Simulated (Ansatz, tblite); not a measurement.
Removing and adding an electron: [Co(H2O)6]2+ (CoO6H12²⁺). Total charge 2; quartet. Geometry: r2SCAN-D4/def2-SVP. Ansatz, gas phase; energy differences of separate SCF runs; the oxidised species was run as a quintet alone; the reduced species was run as a triplet alone.

| atom | x (Å) | y (Å) | z (Å) |
| --- | --- | --- | --- |
| Co1 | -0.002 | 0.000 | 0.000 |
| O2 | -1.875 | 0.203 | 0.894 |
| H3 | -2.269 | -0.429 | 1.517 |
| H4 | -2.456 | 0.980 | 0.886 |
| O5 | 1.873 | -0.202 | -0.894 |
| H6 | 2.266 | 0.427 | -1.519 |
| H7 | 2.451 | -0.982 | -0.890 |
| O8 | -1.018 | -0.423 | -1.771 |
| H9 | -1.961 | -0.641 | -1.835 |
| H10 | -0.642 | -0.566 | -2.655 |
| O11 | 1.019 | 0.423 | 1.769 |
| H12 | 0.652 | 0.569 | 2.656 |
| H13 | 1.965 | 0.633 | 1.824 |
| O14 | -0.036 | -1.989 | 0.624 |
| H15 | -0.478 | -2.743 | 0.201 |
| H16 | 0.499 | -2.355 | 1.347 |
| O17 | 0.035 | 1.990 | -0.621 |
| H18 | 0.475 | 2.740 | -0.191 |
| H19 | -0.496 | 2.362 | -1.344 |

The xTB rows come from tblite. HOMO above LUMO, or a gap near zero within one spin, warns that the state may not be the lowest or that an electron is smeared out.

| level | −HOMO (eV) | vertical IE (eV) | −LUMO (eV) | vertical EA (eV) | HOMO–LUMO gap (eV) | IE − EA (eV) | remarks |
| --- | --- | --- | --- | --- | --- | --- | --- |
| GFN1-xTB | – | 23.95 | – | 16.17 | – | 7.78 | – |
| GFN2-xTB | – | 21.53 | – | 14.50 | – | 7.04 | – |
| PBE-D4/def2-TZVP | 13.54 | 17.36 | 12.67 | 8.54 | 0.87 | 8.82 | gap within one spin near zero (+1 triplet), gap within one spin near zero (+3 quintet) |
| r2SCAN-D4/def2-TZVP | 13.99 | 17.71 | 11.96 | 8.17 | 2.03 | 9.55 | – |
| PBE0-D4/def2-TZVP | 16.11 | 18.33 | 10.02 | 7.91 | 6.09 | 10.42 | – |

   HOMO and LUMO are the levels of the spin that leaves or enters (xTB has no such levels and no spin-polarisation term). Other spin states of the ions may lie lower, which would lower the ionisation energy or raise the affinity. Raw xTB energy differences between charge states are shifted by several eV; the methods need an empirical correction for them.
